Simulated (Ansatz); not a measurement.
Reaction (germylene formation by 1,1-elimination): `[CH3][GeH]([CH3])[Br]` → `[CH3][Ge][Br]` + CH₄

Program: Ansatz. Geometries: PBE0-D4/def2-TZVP. ΔE: electronic, gas phase. CCSD(T)/CBS adds triple-zeta CCSD(T) − MP2 to the extrapolated MP2 energy (def2 sets, frozen cores). This one scheme is used for every species. DFT in def2-TZVPP. B3LYP here is the variant with VWN-RPA as its local correlation; programs differ in this. For Br, Ge outer-core shells are correlated without core-valence functions, which leaves a few kJ/mol of doubt a bond. Scalar relativity is left out up to krypton.

```
          level  ΔE (kcal/mol)  difference from CCSD(T)/CBS
      r2SCAN-D4           23.8                          0.9
        PBE0-D4           23.6                          0.7
       B3LYP-D4           17.1                         -5.8
        ωB97M-V           21.3                         -1.6
           PBE0           21.9                         -1.0
  HF/def2-TZVPP           19.5                         -3.4
CCSD/def2-TZVPP           25.3                          2.4
  HF/def2-QZVPP           19.1                         -3.8
 MP2/def2-QZVPP           27.0                          4.1
 CCSD/CBS(def2)           22.5                         -0.4
    CCSD(T)/CBS           22.9                            0
```

Largest T1 diagnostic among the species: 0.011.

The D4 term adds +2.9 kcal/mol with B3LYP and +1.6 kcal/mol with PBE0; it sums over pairs of atoms, weighted by their polarisabilities, and B3LYP, whose exchange is more repulsive, gets the larger term. In def2-TZVPP, CCSD(T) changes the Hartree–Fock value by +6.2 kcal/mol (the triples alone add +0.4 kcal/mol) and MP2 by +9.3 kcal/mol.
